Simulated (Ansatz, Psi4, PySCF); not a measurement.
C4H5N, charge -1, doublet, geometry from GFN2-xTB (a state made from the parent by changing its charge; the spin is typed, not shown lowest) (in this run its highest filled SCF level lies above zero, so its values depend strongly on the basis, on diffuse functions most of all). Base run: WB97X/cc-pVDZ (PySCF).

Geometry (Å):
```xyz
10

C     -0.0500    -1.0791     0.5612
C     -1.1550    -0.3067     0.2317
C     -0.7102     0.8208    -0.4744
N      0.7337     0.8331    -0.5079
C      1.0970    -0.4422     0.0645
H     -0.0604    -2.0501     1.0463
H     -2.1961    -0.5575     0.4095
H     -1.2367     1.7619    -0.6070
H      1.1439     1.6426     0.0138
H      2.1221    -0.5856     0.3945
```
Charge -1, spin multiplicity 2.
Orbitals are unrestricted.
All else is at PySCF's defaults.

The same geometry, method and basis name were run in Ansatz (a quantum-chemistry and plane-wave program) and Psi4 and PySCF, at each program's defaults and at the settings that a row names. The base is PySCF at its defaults. Differences at the defaults can come from grids, fitting, cores and function types together.

```
code and settings                                                                             ΔE vs base (mEh)  basis functions      E (Eh)  SCF cycles
--------------------------------------------------------------------------------------------  ----------------  ---------------  ----------  ----------
PySCF, defaults (exact integrals, its default grid, spherical functions)                                 0.000               95  -210.02375          13
Psi4, defaults (density fitting with its default set, its default grid, spherical functions)            -0.176               95  -210.02393          11
Ansatz, defaults (factorised integrals, its default grid, spherical functions)                          -0.002               95  -210.02375           -
PySCF, density fitting with def2-universal-jkfit                                                        -0.060               95  -210.02381          13
PySCF, fine grid                                                                                        -0.001               95  -210.02375          13
Psi4, exact integrals, spherical functions, fine grid                                                   -0.001               95  -210.02375          16
Ansatz, high accuracy                                                                                    0.000               95  -210.02375           -
```

Open shells are given as the SCF converged; they aren't shown to be the lowest states, and a large step between rows can be another state.
